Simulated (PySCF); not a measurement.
Ta(NH)Me3, C₃H₁₀NTa (singlet state).
Bonds: Ta1–N2, Ta1–C4, Ta1–C8, Ta1–C12. Hydrogens: H3 on N2; H5, H6, H7 on C4; H9, H10, H11 on C8; H13, H14, H15 on C12.

Method: PBE0-D3(BJ)/def2-SVP geometry optimisation, gas phase, def2 core potentials past Kr (PySCF); density fitting, grid level 1; the optimiser is geomeTRIC in internal coordinates, started from a GFN2-xTB structure with every atom displaced at random (about 0.03 Å).

Step 0: E = -6305.8759 eV
```
atom  x, y, z in Å  |  force x, y, z in eV/Å
Ta1     0.0613   -0.0760    0.3309   -0.347   1.605  -0.479
N2     -0.0188   -0.0050    2.1005    0.236  -0.221  -1.794
H3     -0.0645    0.0105    3.0944   -0.038   0.031   0.879
C4      2.2691   -0.0007   -0.3667   -4.301   0.088  -1.462
H5      2.1796   -0.1614   -1.4748    0.295   0.171   0.536
H6      2.7451   -0.7984    0.0801    1.643  -2.138   1.138
H7      2.7066    0.9254   -0.1274    0.888   1.585   0.335
C8     -1.0312    1.8945   -0.3832   -1.759  -2.829   4.086
H9     -0.9556    1.9831   -1.3943    0.390   0.394  -3.646
H10    -0.7019    2.7852    0.1169    0.542   0.765   0.436
H11    -2.1756    1.8268   -0.1350    1.789  -0.112  -0.336
C12    -1.0721   -1.8733   -0.3295   -2.202   1.979  -0.179
H13    -2.1716   -1.9410    0.0536    1.730   0.189  -0.233
H14    -0.5894   -2.7785   -0.0838    0.819  -1.638   0.529
H15    -1.2136   -1.8672   -1.4378    0.316   0.131   0.189
```

Step 1: E = -6306.7570 eV
```
atom  x, y, z in Å  |  force x, y, z in eV/Å
Ta1     0.0377   -0.0438    0.3073   -0.034   0.966  -1.276
N2     -0.0209    0.0125    2.0523    0.080  -0.099   0.666
H3     -0.0551    0.0230    3.0626    0.004   0.017   0.071
C4      2.1491    0.0034   -0.3590   -1.555  -0.273   0.080
H5      2.0877   -0.1486   -1.4551    0.231   0.082   0.033
H6      2.6762   -0.8323    0.0996    0.471  -0.214   0.113
H7      2.6169    0.9590   -0.1166    0.303   0.216   0.022
C8     -0.9961    1.8067   -0.3611   -0.374  -1.061   0.928
H9     -0.9177    1.9093   -1.4424    0.121   0.183  -0.534
H10    -0.6438    2.7077    0.1542    0.180   0.178  -0.049
H11    -2.0843    1.7200   -0.1102    0.424  -0.029  -0.112
C12    -1.0532   -1.8051   -0.3331   -0.629   0.226  -0.149
H13    -2.0981   -1.8584    0.0577    0.461   0.026   0.084
H14    -0.5509   -2.7443   -0.0751    0.097  -0.254   0.098
H15    -1.1804   -1.7852   -1.4372    0.220   0.035   0.026
```

**Question.** Estimate the geometry and energy of step 2. (The exact step hangs on the optimiser's Hessian estimate; all steps are aligned on step 1, rigid shifts and turns removed.)

**Answer.** E = -6306.8339 eV, largest force 1.471 eV/Å
```
atom  x, y, z in Å  |  force x, y, z in eV/Å
Ta1     0.0176   -0.0006    0.2783   -0.022  -0.646   1.321
N2     -0.0144    0.0334    2.0612    0.051  -0.037  -0.862
H3     -0.0308    0.0351    3.0738    0.007   0.014  -0.032
C4      2.0608    0.0059   -0.3489    0.019  -0.152  -0.034
H5      2.0530   -0.1343   -1.4464    0.119   0.043  -0.076
H6      2.6253   -0.8263    0.1025    0.109   0.046  -0.002
H7      2.5657    0.9547   -0.1079    0.102   0.009  -0.013
C8     -0.9713    1.7482   -0.3497   -0.274   0.558  -0.126
H9     -0.8862    1.8686   -1.4447    0.026   0.067  -0.069
H10    -0.6004    2.6569    0.1517    0.003   0.048  -0.077
H11    -2.0403    1.6595   -0.1017   -0.173   0.021   0.020
C12    -1.0517   -1.7750   -0.3510    0.080   0.002  -0.189
H13    -2.0689   -1.8309    0.0628   -0.102   0.004   0.111
H14    -0.5363   -2.7140   -0.0803    0.009   0.040   0.019
H15    -1.1550   -1.7573   -1.4556    0.046  -0.018   0.008
```

The energy changes by -0.0769 eV. The first-order estimate −F·Δx gives -0.2763 eV and the mean of the old and new forces, exact on a quadratic surface, -0.0674 eV. The step makes an angle of 64° with the force vector and moves no atom by more than 0.089 Å.

The cost below is that of the whole optimisation. Time: 3.4 min of wall time; peak memory 0.58 GiB. Hardware: one thread of an Intel Xeon at 2.50 GHz (shared host).
